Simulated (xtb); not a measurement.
ClK (SMILES [Cl][K]), singlet, from a rough starting geometry (GFN-xTB shapes and energies of metal compounds can be far from the true ones); GFN2-xTB run with xtb.

Here is a job for xtb.
```
$ xtb mol.xyz --gfn 2 --opt vtight --json

# file mol.xyz
2

K     -0.84316642    -0.69280062    -0.77268598
Cl     0.80281109     0.64435860     0.76786784
```

Problem. Predict the main parts of the log of this xtb run.

Solution. 
```
   ID    Z sym.   atoms
    1   19 K      1
    2   17 Cl     2

           -------------------------------------------------
          |                Calculation Setup                |
           -------------------------------------------------

           -------------------------------------------------
          |                 G F N 2 - x T B                 |
           -------------------------------------------------

          ...................................................
          :                      SETUP                      :
          :.................................................:
          :  # basis functions                  14          :
          :  # atomic orbitals                  13          :
          :  # shells                            5          :
          :  # electrons                         8          :
          :  max. iterations                   250          :
          :  Hamiltonian                  GFN2-xTB          :
          :  restarted?                      false          :
          :  GBSA solvation                  false          :
          :  PC potential                    false          :
          :  electronic temp.          300.0000000     K    :
          :  accuracy                    1.0000000          :
          :  -> integral cutoff          0.2500000E+02      :
          :  -> integral neglect         0.1000000E-07      :
          :  -> SCF convergence          0.1000000E-05 Eh   :
          :  -> wf. convergence          0.1000000E-03 e    :
          :  Broyden damping             0.4000000          :
          :  net charge                          0          :
          :  unpaired electrons                  0          :
          ...................................................

 iter      E             dE          RMSdq      gap      omega  full diag
   1     -4.8042732 -0.480427E+01  0.378E+00    2.02       0.0  T
   2     -4.8062665 -0.199333E-02  0.223E+00    1.37       1.0  T
   3     -4.8069060 -0.639426E-03  0.150E+00    1.72       1.0  T
   4     -4.8076312 -0.725250E-03  0.267E-01    1.51       1.0  T
   5     -4.8076557 -0.244541E-04  0.187E-01    1.53       1.0  T
   6     -4.8076845 -0.288286E-04  0.783E-02    1.52       1.0  T
   7     -4.8076867 -0.218557E-05  0.159E-02    1.52       4.5  T
   8     -4.8076866  0.103801E-06  0.156E-02    1.51       4.5  T
   9     -4.8076867 -0.126109E-06  0.247E-03    1.52      28.6  T
  10     -4.8076867 -0.310064E-08  0.404E-04    1.52     175.2  T
  11     -4.8076867 -0.917408E-10  0.927E-06    1.52    7629.3  T

   *** convergence criteria satisfied after 11 iterations ***

         :::::::::::::::::::::::::::::::::::::::::::::::::::::
         ::                     SUMMARY                     ::
         :::::::::::::::::::::::::::::::::::::::::::::::::::::
         :: total energy              -4.805243519621 Eh    ::
         :: gradient norm              0.003241325738 Eh/a0 ::
         :: HOMO-LUMO gap              1.515991753391 eV    ::
         ::.................................................::
         :: SCC energy                -4.807686706907 Eh    ::
         :: -> isotropic ES            0.083829647239 Eh    ::
         :: -> anisotropic ES         -0.000292787783 Eh    ::
         :: -> anisotropic XC         -0.000969029541 Eh    ::
         :: -> dispersion             -0.000484087038 Eh    ::
         :: repulsion energy           0.002443187287 Eh    ::
         :: add. restraining           0.000000000000 Eh    ::
         :: total charge               0.000000000000 e     ::
         :::::::::::::::::::::::::::::::::::::::::::::::::::::

      -----------------------------------------------------------
     |                   =====================                   |
     |                        A N C O P T                        |
     |                   =====================                   |
     |               Approximate Normal Coordinate               |
     |                Rational Function Optimizer                |
      -----------------------------------------------------------
      -----------------------------------------------------------
     |                   =====================                   |
     |                        A N C O P T                        |
     |                   =====================                   |
     |               Approximate Normal Coordinate               |
     |                Rational Function Optimizer                |
      -----------------------------------------------------------

          ...................................................
          :                      SETUP                      :
          :.................................................:
          :   optimization level         verytight          :
          :   max. optcycles                   200          :
          :   ANC micro-cycles                  20          :
          :   degrees of freedom                 1          :
          :.................................................:
          :   RF solver                   davidson          :
          :   write xtbopt.log                true          :
          :   linear (good luck)              true          :
          :   energy convergence         0.1000000E-06 Eh   :
          :   grad. convergence          0.2000000E-03 Eh/α :
          :   maxmium RF displ.          1.0000000          :
          :   Hlow (freq-cutoff)         0.1000000E-01      :
          :   Hmax (freq-cutoff)         5.0000000          :
          :   S6 in model hess.         20.0000000          :
          ...................................................

generating ANC from exact Hessian ...
Using Lindh-Hessian (1995)
 Shifting diagonal of input Hessian by    0.0000000000000000
 Lowest  eigenvalues of input Hessian
    0.000000    0.000000    0.000000    0.000000    0.000000    0.027084
 Highest eigenvalues
[...]
 * total energy  :    -4.8052435 Eh     change       -0.3819167E-13 Eh
 * total energy  :    -4.8052075 Eh     change        0.3598670E-04 Eh
 * total energy  :    -4.8053369 Eh     change       -0.1293428E-03 Eh
 * total energy  :    -4.8053379 Eh     change       -0.1016736E-05 Eh
 * total energy  :    -4.8053380 Eh     change       -0.1300624E-06 Eh
 * total energy  :    -4.8053380 Eh     change       -0.1848921E-10 Eh
   *** GEOMETRY OPTIMIZATION CONVERGED AFTER 6 ITERATIONS ***
[...]
           -------------------------------------------------

          ...................................................
          :                      SETUP                      :
          :.................................................:
          :  # basis functions                  14          :
          :  # atomic orbitals                  13          :
          :  # shells                            5          :
          :  # electrons                         8          :
          :  max. iterations                   250          :
          :  Hamiltonian                  GFN2-xTB          :
          :  restarted?                      false          :
          :  GBSA solvation                  false          :
          :  PC potential                    false          :
          :  electronic temp.          300.0000000     K    :
          :  accuracy                    1.0000000          :
          :  -> integral cutoff          0.2500000E+02      :
          :  -> integral neglect         0.1000000E-07      :
          :  -> SCF convergence          0.1000000E-05 Eh   :
          :  -> wf. convergence          0.1000000E-03 e    :
          :  Broyden damping             0.4000000          :
          :  net charge                          0          :
          :  unpaired electrons                  0          :
          ...................................................

 iter      E             dE          RMSdq      gap      omega  full diag
   1     -4.8084671 -0.480847E+01  0.124E-05    1.53       0.0  T
   2     -4.8084671 -0.293099E-13  0.993E-06    1.53    7117.8  T
   3     -4.8084671 -0.328626E-13  0.811E-06    1.53    8717.5  T

   *** convergence criteria satisfied after 3 iterations ***

         :::::::::::::::::::::::::::::::::::::::::::::::::::::
         ::                     SUMMARY                     ::
         :::::::::::::::::::::::::::::::::::::::::::::::::::::
         :: total energy              -4.805338022521 Eh    ::
         :: gradient norm              0.000000033809 Eh/a0 ::
         :: HOMO-LUMO gap              1.532000084359 eV    ::
         ::.................................................::
         :: SCC energy                -4.808467104934 Eh    ::
         :: -> isotropic ES            0.084465237210 Eh    ::
         :: -> anisotropic ES         -0.000407868155 Eh    ::
         :: -> anisotropic XC         -0.000951567085 Eh    ::
         :: -> dispersion             -0.000484467677 Eh    ::
         :: repulsion energy           0.003129082413 Eh    ::
         :: add. restraining           0.000000000000 Eh    ::
         :: total charge               0.000000000000 e     ::
         :::::::::::::::::::::::::::::::::::::::::::::::::::::

           -------------------------------------------------
          |                Property Printout                |
           -------------------------------------------------

    * Orbital Energies and Occupations

         #    Occupation            Energy/Eh            Energy/eV
      -------------------------------------------------------------
         1        2.0000           -0.9737416             -26.4969
         2        2.0000           -0.3716060             -10.1119
         3        2.0000           -0.3621020              -9.8533
         4        2.0000           -0.3621020              -9.8533 (HOMO)
         5                         -0.3058020              -8.3213 (LUMO)
         6                         -0.1228893              -3.3440
         7                         -0.1228893              -3.3440
         8                          0.0759684               2.0672
         9                          0.1230251               3.3477
        10                          0.1235684               3.3625
        11                          0.1235684               3.3625
        12                          0.1258900               3.4256
        13                          0.1258900               3.4256
      -------------------------------------------------------------
                  HL-Gap            0.0563000 Eh            1.5320 eV
             Fermi-level           -0.3336353 Eh           -9.0787 eV

     #   Z          covCN         q      C6AA      α(0)
     1  19 K        0.675     0.678   264.178    60.847
     2  17 Cl       0.675    -0.678   121.855    16.882

 Mol. C6AA /au·bohr⁶  :        654.017647
 Mol. C8AA /au·bohr⁸  :      79441.660047
 Mol. α(0) /au        :         77.728628

Wiberg/Mayer (AO) data.
largest (>0.10) Wiberg bond orders for each atom

 ---------------------------------------------------------------------------
     #   Z sym  total        # sym  WBO       # sym  WBO       # sym  WBO
 ---------------------------------------------------------------------------
     1  19 K    0.585 --     2 Cl   0.585
     2  17 Cl   0.585 --     1 K    0.585
 ---------------------------------------------------------------------------

Topologies differ in total number of bonds
Writing topology from bond orders to xtbtopo.mol

molecular dipole:
                 x           y           z       tot (Debye)
 q only:       -2.074      -1.685      -1.941
   full:       -1.961      -1.593      -1.836       7.939
molecular quadrupole (traceless):
                xx          xy          yy          xz          yz          zz
 q only:        0.072       0.239       0.066       0.125       0.145      -0.139
  q+dip:        0.171       0.768      -0.061       0.743       0.644      -0.111
   full:        0.167       0.743      -0.055       0.714       0.621      -0.111

optimized geometry written to: xtbopt.xyz

           -------------------------------------------------
          | TOTAL ENERGY               -4.805338022521 Eh   |
          | GRADIENT NORM               0.000000033809 Eh/α |
          | HOMO-LUMO GAP               1.532000084359 eV   |
           -------------------------------------------------
```
